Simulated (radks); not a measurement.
Results of a calculation; reference values are marked as such.
Mn15+, configuration [Ne].

Level of theory: Dirac Kohn-Sham, PBEsol, spin-unpolarised, spherical densities, point nucleus (a radial shooting solver on a logarithmic mesh with Libxc functionals).

Energy parts (hartree):
part                       energy
total                 -1052.94575
kinetic                1067.62277
electron-nucleus      -2310.39639
Hartree                 227.69388
exchange-correlation    -37.86601

Orbitals (lengths in bohr, moments of r in powers of bohr; <r^-3> diverges for s and p1/2):
| orbital | occ. | eigenvalue (hartree) | <r^-3> | <r^2> | <1/r> | small-component weight |
|---|---|---|---|---|---|---|
| 1s1/2 | 2 | -253.9209 | - | 0.004986 | 24.92 | 8.07e-03 |
| 2s1/2 | 2 | -44.12055 | - | 0.08891 | 5.408 | 1.51e-03 |
| 2p1/2 | 2 | -40.39078 | - | 0.07054 | 5.350 | 1.49e-03 |
| 2p3/2 | 4 | -39.99258 | 423.9 | 0.07204 | 5.263 | 1.47e-03 |
| 3s1/2 | 0 | -16.48835 | - | 0.5500 | 2.096 | 5.13e-04 |
| 3p1/2 | 0 | -15.35803 | - | 0.5368 | 2.042 | 4.92e-04 |
| 3p3/2 | 0 | -15.26992 | 93.96 | 0.5433 | 2.022 | 4.89e-04 |
| 3d3/2 | 0 | -13.72004 | 12.96 | 0.4533 | 1.887 | 4.25e-04 |
| 3d5/2 | 0 | -13.70406 | 12.79 | 0.4548 | 1.882 | 4.25e-04 |

The highest occupied level is 2p3/2 at -1088.3 eV. The density falls to 0.001 e/bohr^3 at r = 0.93 bohr. Summed over all electrons, <r^2> = 0.6170 bohr^2, which gives a Langevin (diamagnetic) susceptibility term of -0.489 x 10^-6 cm^3/mol.
